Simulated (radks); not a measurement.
These are the eigenvalues of the occupied orbitals of an atom or ion with whole-number occupations (Ry). Method: Dirac Kohn-Sham, PBE, spin-unpolarised, spherical densities, finite nucleus; Fermi nuclear charge, rms radius of each element as measured or else 0.836 A^(1/3) + 0.57 fm; computed with a radial shooting solver on a logarithmic mesh with Libxc functionals.

orbital  eigenvalue
1s1/2     -3313.248
2s1/2     -544.9059
2p1/2     -516.4383
2p3/2     -475.2651
3s1/2     -124.9063
3p1/2     -112.6975
3p3/2     -104.4179
3d3/2     -83.19162
3d5/2     -81.39798
4s1/2     -30.87968
4p1/2     -26.21782
4p3/2     -24.38382
4d3/2     -16.69159
4d5/2     -16.35989
5s1/2      -9.56033
5p1/2      -8.10311
5p3/2      -7.74889
4f5/2      -7.37667
4f7/2      -7.33057

Which element is it, and in what charge state? The configuration may be excited. Open shells, if any, are shared by 2j + 1.

Answer. Z = 61, promethium, charge +7: Pm7+ in [Kr] 4d10 4f3 5s2 5p3. The list shows which subshells hold electrons but not how many an open one holds; the 1s level, -1656.6 hartree, gives Z - s = 57.6 by -(Z - s)^2/2, which with screening and relativity narrows Z to a few neighbours, and the depths of the outer levels then fix element, charge and occupations together.
